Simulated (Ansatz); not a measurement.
Input and output for `C=[C]1[GaH][NH][Ga]1[GaH2]`.

```yaml
crystal:
  periodic: [false, false, false]
  atoms:
    - {symbol: C, position_ang: [1.346348, -1.849805, 0.801209]}
    - {symbol: C, position_ang: [0.982457, -0.600375, 0.529267]}
    - {symbol: Ga, position_ang: [1.768081, 1.194259, 0.784079]}
    - {symbol: N, position_ang: [0.254742, 1.908903, -0.015400]}
    - {symbol: Ga, position_ang: [-0.594281, 0.277110, -0.313576]}
    - {symbol: Ga, position_ang: [-2.770128, -0.188363, -1.352992]}
    - {symbol: H, position_ang: [0.723313, -2.711202, 0.557581]}
    - {symbol: H, position_ang: [2.291377, -2.097573, 1.285741]}
    - {symbol: H, position_ang: [3.018652, 1.937745, 1.346121]}
    - {symbol: H, position_ang: [-0.018981, 2.856238, -0.220562]}
    - {symbol: H, position_ang: [-2.908191, -0.452492, -2.901066]}
    - {symbol: H, position_ang: [-4.093399, -0.274455, -0.500401]}
basis:
  gaussian: {orbitals: aug-pcseg-2}
magnetization: {spin_polarized: true, initial_magnetization: 2}
hamiltonian: {xc: {name: PBE0-DH}}
output: {forces: true}
```

```sh
$ ansatz run in.yaml --threads 2 --pin off --events-out ev --progress --plain --max-ram 22528MiB --backend cuda --devices 0, --max-vram 18GiB
```

Output, abridged:

```
Functional definition: PBE0-DH
2801 factors; integrals over basis functions are off by at most 1.4e-3 eV
mean field evaluation 1: about -160735.6692 eV, gradient 6.4e1 eV
mean field evaluation 2: about -160735.7715 eV, gradient 6.4e1 eV
mean field evaluation 4: about -160750.8852 eV, gradient 2.3e1 eV
mean field evaluation 8: about -160756.8650 eV, gradient 1.8e0 eV
mean field evaluation 16: about -160756.9329 eV, gradient 9.9e-2 eV
mean field evaluation 32: about -160756.9336 eV, gradient 2.6e-4 eV
mean field -160756.93364567 eV, -5907.7083465150 hartree, gradient 7.5e-6 eV, S^2 2.024760; 6 other end points of the search recorded, 0 dependent functions left out
30 core orbitals not correlated: weight in the atoms' cores, before any rotation towards them, 1.000 or more for the frozen orbitals, at most 0.000 for the correlated occupied ones
reference -160756.93369790 eV, -5907.7083484344 hartree; 30, 28 occupied and 393, 395 virtual orbitals, 2801 factors
second order -35.24424404 eV of doubles, -0.00000000 eV of singles
Total energy: -160761.33922840 eV, -5907.8702486943 hartree
Atom 0 at     1.346348    -1.849805     0.801209 Å, force    -0.331808     0.304341    -0.186166 eV/Å
Atom 1 at     0.982457    -0.600375     0.529267 Å, force     1.023558    -1.436914     0.611071 eV/Å
Atom 2 at     1.768081     1.194259     0.784079 Å, force    -0.602352     0.763347    -0.353493 eV/Å
Atom 3 at     0.254742     1.908903    -0.015400 Å, force     0.377044    -0.033914     0.188621 eV/Å
Atom 4 at    -0.594281     0.277110    -0.313576 Å, force    -0.132578     0.721251    -0.118796 eV/Å
Atom 5 at    -2.770128    -0.188363    -1.352992 Å, force    -1.251972    -0.312709    -0.594771 eV/Å
Atom 6 at     0.723313    -2.711202     0.557581 Å, force     0.052323     0.197212     0.011174 eV/Å
Atom 7 at     2.291377    -2.097573     1.285741 Å, force    -0.137515     0.155259    -0.079280 eV/Å
Atom 8 at     3.018652     1.937745     1.346121 Å, force    -0.185969    -0.346828    -0.066159 eV/Å
Atom 9 at    -0.018981     2.856238    -0.220562 Å, force     0.015833    -0.190416     0.021916 eV/Å
Atom 10 at    -2.908191    -0.452492    -2.901066 Å, force     0.629278     0.083173     0.196657 eV/Å
Atom 11 at    -4.093399    -0.274455    -0.500401 Å, force     0.544159     0.096198     0.369225 eV/Å
Dipole moment:     1.147676     0.064094     0.561596 e Å
```

Hardware: 2 threads of an AMD EPYC 7R13 on a shared host and a share of an NVIDIA H100 80 GB. Wall time 28 s, peak host memory 4.6 GiB.
